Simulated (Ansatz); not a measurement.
`F[BH][AlH2]` + `B[SiH2]O` → `B[SiH2]OBF` + `[AlH3]` at 700 K and 1 bar (cleavage of the B–Al bond).

Computed with Ansatz on PBE0-D4/def2-TZVP structures; ΔE is electronic, products minus reactants. CCSD(T)/CBS adds triple-zeta CCSD(T) − MP2 to the extrapolated MP2 energy (def2 sets, frozen cores). This one scheme is used for every species. Each species was taken in one conformer, which may not be the lowest.

| species | CCSD(T)/CBS energy (Eh) | H − E (kJ/mol) | S (J/(mol·K)) |
| --- | --- | --- | --- |
| `F[BH][AlH2]` | -368.40257 | 123.8 | 369.3 |
| `B[SiH2]O` | -392.05150 | 194.3 | 392.7 |
| `B[SiH2]OBF` | -516.74846 | 231.2 | 478.7 |
| `[AlH3]` | -243.78045 | 80.2 | 251.4 |

H − E and S are ideal-gas, rigid-rotor, harmonic terms from PBE0-D4/def2-TZVP, for one conformer and one mirror image of each species. 1 Eh = 2625.50 kJ/mol, R = 8.31446 J/(mol·K).

Task: By hand: ΔE, ΔH, ΔS and ΔG.

Result: ΔE = (-516.74846) + (-243.78045) − (-368.40257) − (-392.05150) = -0.07484 Eh = -196.5 kJ/mol. Δ(H − E) = 231.2 + 80.2 − 123.8 − 194.3 = -6.7, so ΔH = -203.2 kJ/mol. ΔS = 478.7 + 251.4 − 369.3 − 392.7 = -31.9 J/(mol·K). ΔG = -203.2 − 700 × (-31.9)/1000 = -180.9 kJ/mol.

Task: By hand: the equilibrium constant, and the temperature at which ΔG would vanish if ΔH and ΔS stayed fixed.

Result: log₁₀ K = −ΔG/(RT ln 10) = 13.5. ΔG = 0 at ΔH/ΔS = 6370 K, far beyond where these terms or the molecules hold.

ΔH outweighs TΔS. A doubt of 5 kJ/mol in ΔE shifts log₁₀ K by 0.4 here. Other conformers and mirror images would add mixing entropy, several J/(mol·K) or more a flexible species. Modes under 60 cm⁻¹, often nearly free rotors, make the harmonic entropy too high. These are equilibria of isolated gas molecules and say nothing of rates. Largest T1 diagnostic: 0.014 (customary marks: 0.02 for closed shells, 0.045 for open ones).
